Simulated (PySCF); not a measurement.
**Electron correlation in O⁺ (oxygen, charge +1)**

[He] 2s2 2p2 3s1, high-spin 4P determinant (an excited configuration). Computed with PySCF 2.14 in aug-cc-pwCVDZ (5s4p2d, 27 functions), with the non-relativistic Hamiltonian (point nucleus). Frozen: 1s2; 5 electrons correlated.

| level | correlation energy (mhartree) |
| --- | --- |
| CCSD | -93.38 |
| (T) | -1.36 |
| CCSD(T) | -94.74 |
| CCSDT | -95.00 |

Diagnostics: T1 = 0.0065, D1 = 0.0153, largest double amplitude 0.117.

Is a single reference adequate?

Mostly. T1 lies below 0.03, but a double amplitude of this size points to a near-degeneracy that CCSD handles and MP2 describes poorly.
